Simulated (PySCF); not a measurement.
# TiC⁻: from constants to spectrum

ROHF constants of TiC⁻, ²Σ⁺ (doublet), unpaired electrons σ ↑ (Ti def2-TZVPPD, C def2-TZVPPD; no relativity (PySCF 2.14); masses 47.9479 and 12.0000 u):

```
ωe   : 1149.7 cm⁻¹
ωexe : 6.31 cm⁻¹
Be   : 0.71124 cm⁻¹
αe   : 0.00380 cm⁻¹
```

(1) What force constant and bond length do these constants imply?

(2) Estimate the centrifugal constant D from the Kratzer relation and find the Dunham coefficient a1.

UHF is strongly spin-contaminated for TiC⁻, so the ROHF reference used there is far from stable. Hartree–Fock leaves out correlation, which carries a large part of most bond energies and some tenths to 1 eV of ionisation energies. The state is the lowest single determinant that the PBE0 search found; with open d or f shells the true ground state can be another one.

Answers

(1) Reduced mass μred = 9.5979 u; k = 5.8918×10⁻⁷·μred·ωe² (u, cm⁻¹, mdyn/Å) = 7.47 mdyn/Å; Re = √(16.8576/(μred·Be)) (u, cm⁻¹, Å) = 1.571 Å.

(2) D = 4Be³/ωe² = 1.09e-06 cm⁻¹; a1 = −1 − αeωe/(6Be²) = -2.44.
